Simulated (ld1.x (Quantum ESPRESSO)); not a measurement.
Cu TM: all-electron and pseudo phase curves

Cu, norm-conserving Troullier–Martins (Kleinman–Bylander form), made with ld1.x (Quantum ESPRESSO) 7.5 (PBE, scalar-relativistic). Core [Ar], reference 3d9 4s0 4p0 (charge +2). Waves: 4p (bound, empty): rc 2.35 bohr; 3d (bound): rc 1.25 bohr; 4s (bound, empty): rc 1.70 bohr. Local part: the s channel. Core correction: Bessel-smoothed model core inside 1.15 bohr.

The phase is arctan(r·u′/u) with u = r·R(r), unwrapped; energies in Ry, scanned from -4 to 5 Ry. A pole is an energy at which the radial function vanishes at the test radius. The pseudo phase is shifted by a multiple of π to meet the all-electron one at the reference energy, and phase errors are pseudo minus all-electron; the curves can meet again beyond the range given. Levels narrower than the energy grid can be missing from the lists of poles.

```tsv
channel	radius (bohr)	reference energy (Ry)	poles, all-electron	poles, pseudo	unbroken range about the reference energy with phases within 0.05 rad	phase error 1 Ry above the reference energy (rad)
s	2.56	-1.64	-0.28	-0.31	below 1.6	-0.003
p	2.56	-1.13	0.80	0.79	below 3.9	-0.001
d	2.56	-2.18	-2.11, 2.74	-2.11, 3.87	below -0.7	+0.021
```

Phases in the d channel:

```tsv
E (Ry)	all-electron	pseudo
-4.00	1.344	1.345
-3.52	1.321	1.322
-3.04	1.285	1.287
-2.56	1.195	1.200
-2.08	-1.631	-1.628
-1.60	-1.865	-1.855
-1.12	-1.970	-1.948
-0.64	-2.131	-2.074
-0.16	-2.494	-2.313
0.32	-3.392	-2.876
0.80	-4.152	-3.754
1.28	-4.441	-4.234
1.76	-4.574	-4.441
2.24	-4.654	-4.549
2.72	-4.710	-4.616
3.20	-4.757	-4.663
3.68	-4.802	-4.700
4.16	-4.851	-4.731
4.64	-4.916	-4.759
```
